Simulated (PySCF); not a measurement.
`N#Cc1ccc(Br)cc1`, C₇H₄BrN

Molfile (atoms numbered from 1):
```
C7H4BrN
     RDKit          3D

 13 13  0  0  0  0  0  0  0  0999 V2000
    4.3551    0.7829   -0.1840 N   0  0  0  0  0  0  0  0  0  0  0  0
    3.2044    0.6416   -0.1755 C   0  0  0  0  0  0  0  0  0  0  0  0
    1.7835    0.4671   -0.1652 C   0  0  0  0  0  0  0  0  0  0  0  0
    0.9368    1.5851   -0.1413 C   0  0  0  0  0  0  0  0  0  0  0  0
   -0.4422    1.4168   -0.1314 C   0  0  0  0  0  0  0  0  0  0  0  0
   -0.9759    0.1274   -0.1456 C   0  0  0  0  0  0  0  0  0  0  0  0
   -2.8428   -0.1022   -0.1325 Br  0  0  0  0  0  0  0  0  0  0  0  0
   -0.1461   -0.9942   -0.1694 C   0  0  0  0  0  0  0  0  0  0  0  0
    1.2325   -0.8228   -0.1792 C   0  0  0  0  0  0  0  0  0  0  0  0
    1.3657    2.5885   -0.1304 H   0  0  0  0  0  0  0  0  0  0  0  0
   -1.1049    2.2832   -0.1128 H   0  0  0  0  0  0  0  0  0  0  0  0
   -0.5792   -1.9954   -0.1803 H   0  0  0  0  0  0  0  0  0  0  0  0
    1.8917   -1.6924   -0.1979 H   0  0  0  0  0  0  0  0  0  0  0  0
  1  2  3  0
  2  3  1  0
  3  4  1  0
  4  5  2  0
  5  6  1  0
  6  7  1  0
  6  8  2  0
  8  9  1  0
  9  3  2  0
  4 10  1  0
  5 11  1  0
  8 12  1  0
  9 13  1  0
M  END
```

Method: quadratic response CAM-B3LYP/aug-cc-pVDZ first hyperpolarisability, Taylor convention, gas phase in PySCF 2.14.0. Geometry: PBE0-D3(BJ)/def2-SVP.

The calculation is non-relativistic, which matters for the atoms heavier than Zn.

(1) Give the tensor of the static β(0;0,0) in the axes of these coordinates.

Answers

(1) In au, Taylor convention; rows are the first index (the induced dipole):
|  | xx | yy | zz | xy | xz | yz |
| --- | --- | --- | --- | --- | --- | --- |
| x | -360.5 | +29.6 | +39.9 | -53.4 | +3.1 | +0.4 |
| y | -53.4 | +12.7 | +4.9 | +29.6 | +0.4 | -0.2 |
| z | +3.1 | -0.2 | -0.9 | +0.4 | +39.9 | +4.9 |

Norm of βᵢ = ⅓ Σⱼ (βᵢⱼⱼ + βⱼᵢⱼ + βⱼⱼᵢ): 293.2 au, hyper-Rayleigh value 143.1 au.
